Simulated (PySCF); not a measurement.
Removing an electron from `CPC[P@](C)(=O)CO`

C4H12O2P2.
Cartesian coordinates in Å at the PBE0-D3(BJ)/def2-SVP level; atoms count from 1:
```
atom  x, y, z in Å
C1     2.834   -0.412    0.590
P2     1.958   -0.423   -1.034
C3     0.603    0.815   -0.662
P4    -0.730    0.030    0.292
C5    -1.894    1.337    0.752
O6    -0.257   -0.797    1.464
C7    -1.641   -1.101   -0.831
O8    -2.398   -1.936   -0.009
H9     3.152    0.594    0.904
H10    2.129   -0.818    1.331
H11    3.714   -1.069    0.535
H12    2.793    0.499   -1.740
H13    0.981    1.678   -0.088
H14    0.187    1.195   -1.610
H15   -2.795    0.845    1.147
H16   -1.448    1.953    1.546
H17   -2.166    1.969   -0.106
H18   -0.894   -1.643   -1.447
H19   -2.309   -0.552   -1.516
H20   -1.824   -2.141    0.750
```

Level: CAM-B3LYP/def2-SVPD (PySCF). Frontier orbitals with their largest atomic shares (Löwdin; up to four atoms above 4 %):

```csv
orbital,ε (eV),main atoms
HOMO−3,-9.97,"O8 40 %, O6 31 %, C7 10 %, H18 5 %"
HOMO−2,-9.36,"O6 57 %, P4 12 %, C3 11 %"
HOMO−1,-9.10,"O6 36 %, O8 20 %, C7 12 %, P4 11 %"
HOMO,-8.36,?
LUMO,0.85,"C3 13 %, C5 12 %, H14 12 %, H17 9 %"
LUMO+1,1.30,"P2 23 %, C1 19 %, H12 10 %, H9 8 %"
LUMO+2,1.55,"O8 12 %, C5 11 %, H12 9 %, O6 7 %"
```

Problem. What vertical ionisation energy does ΔSCF give, and how far is −ε(HOMO) from it?

Solution. ΔSCF: 9.12 eV (880 kJ/mol; threshold wavelength 136 nm); ⟨S²⟩ of the doublet left behind is 0.755, against 0.75 for a pure doublet. −ε(HOMO) is 8.36 eV, 0.76 eV below it. For the exact functional −ε(HOMO) would equal the first vertical ionisation energy; CAM-B3LYP (range-separated hybrid) falls short of its own ΔSCF value by 8 %.

Problem. On which atoms does the HOMO lie?

Solution. P2 (phosphine phosphorus) 56 %, C1 (sp3 carbon bound to phosphorus) 10 %, C3 (sp3 carbon bound to phosphorus) 10 %, H12 (P–H hydrogen) 7 %, so more than half of it is on one atom. The HOMO−1 lies 0.74 eV lower.

Problem. With α = 105.4 au, estimate the like-pair dispersion coefficient by London's formula C6 = (3/4)α²I.

Solution. I = 0.3352 Eh, so C6 ≈ 2790 au; the Casimir–Polder integral at the same level gives 4510 au, 1.62 times as much.

Problem. What total energies stand behind the ΔSCF value?

Solution. E(N) = -992.27473 Eh and E(N − 1) = -991.93949 Eh at the same geometry, 0.33524 Eh apart.

Problem. What kinetic energy would electrons from this vertical process carry with He II light (40.814 eV)?

Solution. 40.81 − 9.12 = 31.69 eV.

Geometry: PBE0-D3(BJ)/def2-SVP, one conformer, isolated molecule.
